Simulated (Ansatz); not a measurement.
Start from `[AlH2][NH][SiH2]Cl` and change one atom or group to get `N[SiH2]N[SiH2]Cl`.

Ansatz, PBE0-D4/def2-TZVP geometries, multiplicity 1. Each molecule was computed in one conformer, which needn't be the lowest.

| property | `[AlH2][NH][SiH2]Cl` |
| --- | --- |
| LUMO energy (B3LYP/def2-TZVPP) / eV | -1.38 |
| size of the dipole moment (ωB97M-V/def2-TZVPP) / D | 1.85 |
| size of the dipole moment (PBE/def2-TZVPP) / D | 1.75 |
| LUMO energy (PBE0/def2-TZVPP) / eV | -1.17 |
| HOMO–LUMO gap (PBE0/def2-TZVPP) / eV | 7.13 |
| LUMO energy (ωB97M-V/def2-TZVPP) / eV | 0.43 |

What does the change do to each property? (Estimate.)

Ansatz gave: 
```
                                          property  `N[SiH2]N[SiH2]Cl`  shift
               LUMO energy (B3LYP/def2-TZVPP) / eV                0.22   1.60
size of the dipole moment (ωB97M-V/def2-TZVPP) / D                2.00   0.15
    size of the dipole moment (PBE/def2-TZVPP) / D                2.05   0.30
                LUMO energy (PBE0/def2-TZVPP) / eV                0.44   1.61
              HOMO–LUMO gap (PBE0/def2-TZVPP) / eV                8.01   0.88
             LUMO energy (ωB97M-V/def2-TZVPP) / eV                2.04   1.61
```

With PBE0 the HOMO rises by 0.72 eV and the LUMO rises by 1.61 eV, so the gap widens by about 0.89 eV. PBE moves the HOMO by 0.81 eV and ωB97M-V by 0.68 eV. Dipoles are sizes alone; their direction can turn.

B3LYP here is the variant with VWN-RPA as its local correlation; programs differ in this.
